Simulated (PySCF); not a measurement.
C12H10O, SMILES c1oc(cc1)/C=C\c1ccccc1, singlet (GFN2-xTB optimised geometry):

```
23

C      1.259    -0.980    -0.076
C      1.403     0.341     0.086
C      0.400     1.371     0.000
C     -0.975     1.371     0.000
C     -1.375     2.724    -0.010
C     -0.226     3.456    -0.013
O      0.846     2.654     0.000
C      0.072    -1.706    -0.523
C     -0.668    -1.285    -1.626
C     -1.760    -2.013    -2.059
C     -2.135    -3.171    -1.397
C     -1.399    -3.607    -0.308
C     -0.297    -2.888     0.117
H      2.113    -1.609     0.145
H      2.378     0.727     0.358
H     -1.615     0.513     0.019
H     -2.378     3.099    -0.013
H     -0.050     4.513    -0.026
H     -0.369    -0.390    -2.152
H     -2.321    -1.677    -2.920
H     -2.993    -3.735    -1.734
H     -1.682    -4.513     0.207
H      0.278    -3.233     0.965
```

Computed with CAM-B3LYP/def2-SVP in PySCF.

Q: What are the frontier orbital energies and the dipole moment?

A: HOMO-2 -8.55 eV, HOMO-1 -8.48 eV, HOMO -6.91 eV, LUMO -0.12 eV, LUMO+1 1.08 eV; dipole moment 0.73 D.

Meta-Löwdin charges at CAM-B3LYP/def2-SVP: C1 -0.11, C2 -0.12, C3 0.16, C4 -0.16, C5 -0.16, C6 0.05, O7 -0.24, C8 0.01, C9 -0.10, C10 -0.10, C11 -0.10, C12 -0.10, C13 -0.11, H14 0.11, H15 0.11, H16 0.13, H17 0.12, H18 0.12, H19 0.11, H20 0.10, H21 0.10, H22 0.10, H23 0.10.
